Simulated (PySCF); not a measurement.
Predicted spectroscopic data

[PySCF: NMR shieldings at PBE0/pcSseg-1/GIAO; PBE0-D3(BJ)/def2-SVP geometry; J: B3LYP/pcJ-1 (spin–dipole term left out of most H,H and C,H couplings); no solvent; one conformer; no relativistic terms; averaged over atoms made equivalent by symmetry, fast rotation or ring inversion]

References, each an isolated molecule treated in the same way: TMS for ¹H (σref 31.27) and ¹³C (σref 184.41). Multiplet labels drop J under 1 Hz and among equivalent protons, and merge close values. Unscaled 3J(H,H) run several per cent high. Where no couplings were computed, multiplicities follow the n + 1 count of equivalent neighbours, and m marks all less simple cases (inequivalent or close neighbours, rings, F or P nearby). One-bond C–F couplings are unscaled and too large by tens of Hz. Shifts are as computed. Against solution values, carbons near 30 ppm lie about +2 ppm off and those near 130 ppm about +5 ppm. Of 1309 compounds with measured shifts, 239 miss one by over three times the rms of a fit or turn the order of signals round; such compounds aren't used in these exercises.

Compound 1 (C$_{4}$H$_{14}$Si$_{4}$). ¹H NMR (400 MHz, computed): δ 4.58 (m, 1H), 3.68 (d, 3H), 3.68 (d, 3H), 3.04 (m, 1H), 1.97 (s, 3H), 0.41 (d, 3H). ¹³C{¹H} NMR (computed): δ 118.1 (C), 82.6 (C), 6.1 (CH3), -2.9 (CH3). Structure: SMILES C(C)#C[Si@H](C)[SiH]([SiH3])[SiH3].

Compound 2 (C$_{4}$H$_{14}$Si$_{4}$). ¹H NMR (400 MHz, computed): δ 4.87 (m, 1H), 4.63 (m, 1H), 3.83 (m, 2H), 3.81 (m, 2H), 0.83 (m, 2H), 0.63 (d, 3H), 0.28 (m, 2H), -0.09 (m, 1H). ¹³C{¹H} NMR (computed): δ 6.5, -7.2, -8.1. Structure: SMILES C[Si@H]1[SiH2][Si@@H](C2CC2)[SiH2]1.

Compound 3 (C$_{11}$H$_{14}$FN). ¹H NMR (400 MHz, computed): δ 2.69 (m, 1H), 2.41 (m, 1H), 2.05 (m, 1H), 1.85 (m, 1H), 1.84 (m, 1H), 1.83 (m, 1H), 1.77 (m, 1H), 1.71 (m, 1H), 1.67 (m, 1H), 1.66 (m, 1H), 1.57 (m, 1H), 1.52 (m, 1H), 1.49 (m, 1H), 1.40 (m, 1H). ¹³C{¹H} NMR (computed): δ 132.3 (C), 101.7 (C, d, J = 266.8 Hz), 57.3 (CH, d, J = 20.7 Hz), 49.0 (C, d, J = 7.0 Hz), 48.5 (CH2, d, J = 16.6 Hz), 42.2 (CH, d, J = 3.5 Hz), 35.0 (CH2), 32.8 (CH2), 26.5 (CH2), 25.8 (CH2, d, J = 18.8 Hz), 24.5 (CH2, d, J = 7.0 Hz). Structure: `N#C[C@@]12CCC[C@@H]1[C@]1(F)CC[C@H]2C1`.
